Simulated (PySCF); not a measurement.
Two species compared at the same levels of theory.

First species: C6H8ClFO.
Numbering: `[CH2:1]=[CH:2][C@@H:3]([Cl:4])[C@@:5]([CH3:6])([F:7])[CH:8]=[O:9]` (hydrogens: H10, H11 on C1; H12 on C2; H13 on C3; H14, H15, H16 on C6; H17 on C8)

Second species: C5H6ClFO2.
SMILES: `C=C[C@@H](Cl)[C@H](F)C(=O)O`

Levels: PBE0/def2-SVPD for dipole moment, HOMO energy, LUMO energy, HOMO–LUMO gap, static isotropic polarisability and electronic spatial extent ⟨r²⟩ about the centre of nuclear charge; TDDFT PBE0/def2-SVPD for lowest singlet excitation; TDA PBE0/def2-SVPD for lowest triplet excitation (Tamm–Dancoff); GFN2-xTB for rotational constant A and rotational constant C. Geometries: GFN2-xTB. Each structure is a single optimised conformer of the isolated species, non-relativistic unless stated. Electronic properties by PySCF.

The conformers computed, where there is a choice (atom-mapped SMILES and torsion angles):
- `[CH2:1]=[CH:2][C@@H:3]([Cl:4])[C@@:5]([CH3:6])([F:7])[CH:8]=[O:9]`: C1–C2–C3–Cl4 118°, C2–C3–C5–C6 -175°, C3–C5–C8–O9 55°
- `[CH2:1]=[CH:2][C@@H:3]([Cl:4])[C@H:5]([F:6])[C:7](=[O:8])[OH:9]`: C1–C2–C3–Cl4 111°, C2–C3–C5–F6 56°, C3–C5–C7–O8 69°, H–O9–C7–C5 178°

Values for the first species:

```
Dipole moment                                                     : 0.64 D
HOMO energy                                                       : -7.98 eV
LUMO energy                                                       : -1.63 eV
HOMO–LUMO gap                                                     : 6.35 eV
Lowest singlet excitation                                         : 4.16 eV
Lowest triplet excitation (Tamm–Dancoff)                          : 3.54 eV
Static isotropic polarisability                                   : 88.9 au
Electronic spatial extent ⟨r²⟩ about the centre of nuclear charge : 1376 bohr²
Rotational constant A                                             : 1.567 GHz
Rotational constant C                                             : 0.900 GHz
```

Problem. Estimate the same properties for the second species, and the change in each.

Solution. 
```
                                                         property       first      second  second less first
                                                    dipole moment      0.64 D      1.29 D            +0.65 D
                                                      HOMO energy    -7.98 eV    -8.10 eV           -0.12 eV
                                                      LUMO energy    -1.63 eV    -1.00 eV           +0.63 eV
                                                    HOMO–LUMO gap     6.35 eV     7.10 eV           +0.75 eV
                                        lowest singlet excitation     4.16 eV     5.57 eV           +1.41 eV
                         lowest triplet excitation (Tamm–Dancoff)     3.54 eV     4.25 eV           +0.71 eV
                                  static isotropic polarisability     88.9 au     82.1 au            -6.8 au
electronic spatial extent ⟨r²⟩ about the centre of nuclear charge  1376 bohr²  1356 bohr²          -20 bohr²
                                            rotational constant A   1.567 GHz   1.647 GHz         +0.080 GHz
                                            rotational constant C   0.900 GHz   0.899 GHz         -0.001 GHz
```

On the first: S1 lies 2.19 eV below the HOMO–LUMO gap; its leading configuration is HOMO→LUMO, weight 0.80. The vertical singlet–triplet gap S1 − T1 is 0.62 eV (TDDFT singlet less Tamm–Dancoff triplet; S1: HOMO→LUMO, weight 0.80; T1: HOMO→LUMO, weight 0.77).

On the second: The polarisability is 12.16 Å³ as a volume (1 au = 0.148185 Å³), or 1.05 au for each of the 78 electrons. No computed singlet falls in the visible range (750 to 380 nm, 1.65 to 3.26 eV); S1 lies 2.31 eV above its blue end.
